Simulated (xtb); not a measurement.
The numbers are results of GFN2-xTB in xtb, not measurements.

```
xtb start.xyz --ohess tight --gfn 2 --chrg 0 --uhf 0 --iterations 400

# start.xyz
8

F     -1.033028    -0.590543     1.823622
Si    -0.174332    -0.232450     0.525696
S      0.742763     1.674129     0.758507
S      1.328733    -1.699041     0.192462
S     -1.451071    -0.154932    -1.175810
H      1.349674     1.684882    -0.434357
H      1.592640    -1.343533    -1.070651
H     -2.355379     0.661489    -0.619469
```

Output:

```
[...]
      -------------------------------------------------------------
                  HL-Gap            0.1667477 Eh            4.5374 eV
             Fermi-level           -0.3270272 Eh           -8.8989 eV


         :::::::::::::::::::::::::::::::::::::::::::::::::::::
         ::                     SUMMARY                     ::
         :::::::::::::::::::::::::::::::::::::::::::::::::::::
         :: total energy             -17.843620949940 Eh    ::
         :: gradient norm              0.000345592848 Eh/a0 ::
         :: HOMO-LUMO gap              4.537435895130 eV    ::
         ::.................................................::
         :: SCC energy               -17.910497235832 Eh    ::
         :: -> isotropic ES            0.044082280139 Eh    ::
         :: -> anisotropic ES          0.002602654878 Eh    ::
         :: -> anisotropic XC          0.002064287546 Eh    ::
         :: -> dispersion             -0.007631204044 Eh    ::
         :: repulsion energy           0.066876285892 Eh    ::
         :: add. restraining           0.000000000000 Eh    ::
         :: total charge              -0.000000000000 e     ::
         :::::::::::::::::::::::::::::::::::::::::::::::::::::

           -------------------------------------------------
          |                Numerical Hessian                |
           -------------------------------------------------
step length          :   0.00500
SCC accuracy         :   0.30000
Hessian scale factor :   1.00000
frozen atoms in %    :   0.00000    0
RMS gradient         :   0.00035
estimated CPU  time      0.01 min
estimated wall time      0.01 min

writing file <hessian>.

 projected vibrational frequencies (cm⁻¹)
eigval :       -0.00    -0.00    -0.00    -0.00     0.00     0.00
eigval :       84.51    96.74   115.37   129.20   151.76   168.26
eigval :      194.54   207.73   393.55   549.53   563.46   710.73
eigval :      726.79   737.81   825.34  2454.04  2458.59  2467.30
           -------------------------------------------------
          |                Property Printout                |
           -------------------------------------------------

    * Orbital Energies and Occupations

         #    Occupation            Energy/Eh            Energy/eV
      -------------------------------------------------------------
         1        2.0000           -0.8952542             -24.3611
       ...           ...                  ...                  ...
         4        2.0000           -0.7403654             -20.1464
         5        2.0000           -0.6446177             -17.5409
         6        2.0000           -0.5525022             -15.0343
         7        2.0000           -0.5521418             -15.0245
         8        2.0000           -0.5395961             -14.6832
         9        2.0000           -0.5234887             -14.2449
        10        2.0000           -0.5174606             -14.0808
        11        2.0000           -0.5102527             -13.8847
        12        2.0000           -0.4580328             -12.4637
        13        2.0000           -0.4552076             -12.3868
        14        2.0000           -0.4175999             -11.3635
        15        2.0000           -0.4159012             -11.3172
        16        2.0000           -0.4104010             -11.1676 (HOMO)
        17                         -0.2436532              -6.6301 (LUMO)
        18                         -0.2190731              -5.9613
        19                         -0.2151656              -5.8550
        20                         -0.1902187              -5.1761
        21                         -0.1715730              -4.6687
        22                         -0.1663134              -4.5256
        23                         -0.1374996              -3.7416
        24                         -0.0670410              -1.8243
        25                         -0.0641452              -1.7455
        26                         -0.0455380              -1.2392
        27                         -0.0394991              -1.0748
       ...                                ...                  ...
        43                          0.8811693              23.9778
      -------------------------------------------------------------
                  HL-Gap            0.1667478 Eh            4.5374 eV
             Fermi-level           -0.3270271 Eh           -8.8989 eV

     #   Z          covCN         q      C6AA      α(0)
     1   9 F        0.705    -0.227    11.533     4.010
     2  14 Si       3.332     0.621   111.538    21.205
     3  16 S        1.800    -0.299   154.015    20.888
     4  16 S        1.801    -0.305   154.264    20.905
     5  16 S        1.800    -0.323   155.103    20.962
     6   1 H        0.923     0.182     1.193     1.708
     7   1 H        0.923     0.176     1.227     1.733
     8   1 H        0.923     0.175     1.233     1.736

 Mol. C6AA /au·bohr⁶  :       2937.808353
 Mol. C8AA /au·bohr⁸  :     139763.493083
 Mol. α(0) /au        :         93.147673

Wiberg/Mayer (AO) data.
largest (>0.10) Wiberg bond orders for each atom

 ---------------------------------------------------------------------------
     #   Z sym  total        # sym  WBO       # sym  WBO       # sym  WBO
 ---------------------------------------------------------------------------
     1   9 F    1.252 --     2 Si   1.117
     2  14 Si   4.087 --     1 F    1.117     3 S    0.989     4 S    0.979
                             5 S    0.947
     3  16 S    2.129 --     2 Si   0.989     6 H    0.943
     4  16 S    2.124 --     2 Si   0.979     7 H    0.948
     5  16 S    2.104 --     8 H    0.949     2 Si   0.947
     6   1 H    0.967 --     3 S    0.943
     7   1 H    0.969 --     4 S    0.948
     8   1 H    0.969 --     5 S    0.949
 ---------------------------------------------------------------------------

Topologies differ in total number of bonds
Writing topology from bond orders to xtbtopo.mol

molecular dipole:
                 x           y           z       tot (Debye)
 q only:       -0.093       0.144      -0.521
   full:       -0.280       0.031      -0.492       1.441
molecular quadrupole (traceless):
                xx          xy          yy          xz          yz          zz
 q only:        1.074       0.483       2.636      -1.650      -1.071      -3.710
  q+dip:        1.367       0.819       2.813      -2.837      -2.391      -4.180
   full:        1.731       0.534       2.915      -2.624      -1.397      -4.647

           -------------------------------------------------
          |                Geometry Summary                 |
           -------------------------------------------------

      molecular mass/u    :      146.3020863
   center of mass at/Å    :        0.0796723      -0.0242388       0.1790640
  moments of inertia/u·Å² :        0.2854896E+03   0.3010263E+03   0.4227511E+03
rotational constants/cm⁻¹ :        0.5904816E-01   0.5600054E-01   0.3987602E-01

 * 7 selected distances

     #   Z          #   Z                                           value/Å
     1   9 F        2  14 Si                                      1.6078487
     2  14 Si       3  16 S                                       2.1381075
     2  14 Si       4  16 S                                       2.1363313
     2  14 Si       5  16 S                                       2.1494836 (max)
Molecule has no symmetry elements
It seems to be the C1 point group
     3  16 S        6   1 H                                       1.3259642
     4  16 S        7   1 H                                       1.3251204
     5  16 S        8   1 H                                       1.3242643 (min)

 * 3 distinct bonds (by element types)

   Z      Z             #   av. dist./Å        max./Å        min./Å
   9 F   14 Si          1     1.6078487     1.6078487     1.6078487
   1 H   16 S           3     1.3251163     1.3259642     1.3242643
  14 Si  16 S           3     2.1413075     2.1494836     2.1363313

           -------------------------------------------------
          |               Frequency Printout                |
           -------------------------------------------------
 projected vibrational frequencies (cm⁻¹)
eigval :       -0.00    -0.00    -0.00    -0.00     0.00     0.00
eigval :       84.51    96.74   115.37   129.20   151.76   168.26
eigval :      194.54   207.73   393.55   549.53   563.46   710.73
eigval :      726.79   737.81   825.34  2454.04  2458.59  2467.30
 reduced masses (amu)
   1: 28.07   2: 28.55   3: 28.89   4: 29.77   5: 30.29   6: 28.20   7: 12.59   8: 17.56
   9:  4.67  10: 20.02  11: 19.14  12: 19.17  13: 24.59  14: 22.02  15: 29.83  16: 27.62
  17: 27.38  18:  2.97  19:  4.44  20:  4.87  21: 22.40  22:  1.95  23:  1.94  24:  1.94
 IR intensities (km·mol⁻¹)
   1:  0.21   2:  0.19   3:  0.00   4:  0.07   5:  0.03   6:  0.03   7: 34.50   8:  3.02
   9: 15.85  10: 11.64  11: 19.77  12: 46.03  13: 44.22  14: 39.55  15:  2.15  16:131.09
  17:122.13  18:  1.58  19: 49.99  20: 45.49  21:180.85  22: 64.34  23: 71.67  24: 76.06
 Raman intensities (Ä⁴*amu⁻¹)
   1:  0.00   2:  0.00   3:  0.00   4:  0.00   5:  0.00   6:  0.00   7:  0.00   8:  0.00
   9:  0.00  10:  0.00  11:  0.00  12:  0.00  13:  0.00  14:  0.00  15:  0.00  16:  0.00
  17:  0.00  18:  0.00  19:  0.00  20:  0.00  21:  0.00  22:  0.00  23:  0.00  24:  0.00
 output can be read by thermo (or use thermo option).
 writing <g98.out> molden fake output.
 recommended (thermochemical) frequency scaling factor: 1.0
           -------------------------------------------------
          |             Thermodynamic Functions             |
           -------------------------------------------------

c1  symmetry found (for desy threshold:  0.10E+00) used in thermo

          ...................................................
          :                      SETUP                      :
          :.................................................:
          :  # frequencies                          18      :
          :  # imaginary freq.                       0      :
          :  linear?                             false      :
          :  only rotor calc.                    false      :
          :  symmetry                               c1      :
          :  rotational number                       1      :
          :  scaling factor                  1.0000000      :
          :  rotor cutoff                   50.0000000 cm⁻¹ :
          :  imag. cutoff                  -20.0000000 cm⁻¹ :
          :.................................................:

    mode    ω/cm⁻¹     T·S(HO)/kcal·mol⁻¹    T·S(FR)/kcal·mol⁻¹   T·S(vib)
   ------------------------------------------------------------------------
       1     84.51    -1.12797 ( 89.09%)    -0.90088 ( 10.91%)    -1.10319
       2     96.74    -1.04918 ( 93.34%)    -0.86088 (  6.66%)    -1.03664
       3    115.37    -0.94707 ( 96.59%)    -0.80873 (  3.41%)    -0.94235
       4    129.20    -0.88191 ( 97.81%)    -0.77521 (  2.19%)    -0.87957
       5    151.76    -0.79011 ( 98.84%)    -0.72754 (  1.16%)    -0.78938
       6    168.26    -0.73192 ( 99.23%)    -0.69698 (  0.77%)    -0.73165
       7    194.54    -0.65120 ( 99.57%)    -0.65400 (  0.43%)    -0.65121
       8    207.73    -0.61525 ( 99.67%)    -0.63457 (  0.33%)    -0.61532
   ------------------------------------------------------------------------

   temp. (K)  partition function   enthalpy   heat capacity  entropy
                                   cal/mol     cal/K/mol   cal/K/mol   J/K/mol
 298.15  VIB   550.                 3971.982     21.682     25.709
         ROT  0.460E+06              888.752      2.981     28.895
         INT  0.253E+09             4860.734     24.663     54.604
         TR   0.171E+28             1481.254      4.968     40.834
         TOT                        6341.9881    29.6314    95.4374   399.3102

       T/K    H(0)-H(T)+PV         H(T)/Eh          T*S/Eh         G(T)/Eh
   ------------------------------------------------------------------------
    298.15    0.101066E-01    0.398031E-01    0.453454E-01   -0.554233E-02
   ------------------------------------------------------------------------

         :::::::::::::::::::::::::::::::::::::::::::::::::::::
         ::                  THERMODYNAMIC                  ::
         :::::::::::::::::::::::::::::::::::::::::::::::::::::
         :: total free energy         -17.849163276946 Eh   ::
         ::.................................................::
         :: total energy              -17.843620949939 Eh   ::
         :: zero point energy           0.029696468111 Eh   ::
         :: G(RRHO) w/o ZPVE           -0.035238795119 Eh   ::
         :: G(RRHO) contrib.           -0.005542327008 Eh   ::
         :::::::::::::::::::::::::::::::::::::::::::::::::::::

optimized geometry written to: xtbopt.xyz

           -------------------------------------------------
          | TOTAL ENERGY              -17.843620949939 Eh   |
          | TOTAL ENTHALPY            -17.803817880498 Eh   |
          | TOTAL FREE ENERGY         -17.849163276946 Eh   |
          | GRADIENT NORM               0.000345604375 Eh/α |
          | HOMO-LUMO GAP               4.537439441061 eV   |
           -------------------------------------------------

------------------------------------------------------------------------
```

Cost: roughly 1.1 core-seconds.
